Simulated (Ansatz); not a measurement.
The cluster Li₁₁, relaxed as a doublet with UKS PBE0/def2-SVP in Ansatz, starting from packed atoms. Force threshold 0.02 eV/Å.

The charge 0 doublet is spin-contaminated (final ⟨S²⟩ up to 1.07, 0.75 for a pure state). The structure comes from a short search, and lower isomers may exist.

Start:

Cartesian coordinates in Å:
```
Li 0.838 2.018 0.648
Li 1.315 -0.622 -2.819
Li -3.095 0.087 1.205
Li -1.929 -2.274 0.681
Li 1.264 2.001 -1.975
Li -0.633 -0.881 -1.053
Li -0.631 0.097 1.322
Li 1.801 0.132 2.097
Li 1.004 -1.894 0.803
Li 1.837 -0.033 -0.429
Li -1.773 1.371 -0.481
```

Question: Estimate the energy that the relaxation releases and the steps that it takes.

Answer: 2.45 eV, in 23 steps; 4 min on 4 threads of Arm Neoverse V2 on a shared host. No frequencies were taken in this run, so the end may be a saddle point.

Question: Does the start keep its bonding?

Answer: Bonds lost: Li1–Li5, Li1–Li8, Li3–Li4, Li4–Li6, Li4–Li9, Li6–Li7, Li6–Li9, Li6–Li11 (atoms count from 1). Bonds formed: Li4–Li10, Li4–Li11, Li10–Li11 (atoms count from 1). Metal–metal contacts that move far: Li3–Li7 2.47 to 3.03 Å, Li3–Li11 2.50 to 3.02 Å, Li2–Li6 2.64 to 3.14 Å.

Question: Predict the relaxed structure.

Answer: 
```xyz
11

Li   -0.167    2.398    1.223
Li    2.788   -0.960   -1.885
Li   -3.116    1.070    2.118
Li   -2.148   -1.596    0.324
Li    1.230    1.773   -1.775
Li   -0.283   -1.290   -2.466
Li   -0.426   -0.315    2.348
Li    2.635    0.544    0.879
Li    1.070   -2.618    0.167
Li    0.399   -0.144   -0.250
Li   -1.984    1.137   -0.685
```
Bond lengths (bridged metal pairs left out): 15 × Li–Li 2.59 to 3.03 Å.
